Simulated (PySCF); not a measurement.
## Niobium: a sound run and one with changed settings

Sound run: Nb [Kr] 4d4 5s1, Nb⁺ [Kr] 4d4. Computed with PySCF 2.14 in x2c-TZVPall, with scalar relativity by spin-free X2C-1e. The sound run starts from symmetry-adapted Hartree-Fock orbitals and uses a fine grid where one is needed.

Changed run: radial step 0.3 in ln r (0.13 in the sound run). This setting is unsound on purpose.

| species | method | sound run (hartree) | changed run (hartree) | converged |
| --- | --- | --- | --- | --- |
| Nb | UHF | -3817.23462 | -3817.23462 | yes |
| Nb | B3LYP | -3819.38179 | -3819.38129 | yes |
| Nb | MN15 | -3821.73163 | -3821.75254 | yes |
| Nb⁺ | UHF | -3817.01435 | -3817.01435 | yes |
| Nb⁺ | B3LYP | -3819.12743 | -3819.12689 | yes |
| Nb⁺ | MN15 | -3821.48777 | -3821.50824 | yes |

Ionisation energy of Nb:

| method | sound run (eV) | changed run (eV) |
| --- | --- | --- |
| UHF | 5.994 | 5.994 |
| B3LYP | 6.921 | 6.922 |
| MN15 | 6.636 | 6.648 |

A coarse radial grid mis-integrates the density and the exchange-correlation energy, with errors of either sign; Hartree-Fock needs no grid.

For comparison, NIST gives 6.759 eV between the lowest levels.
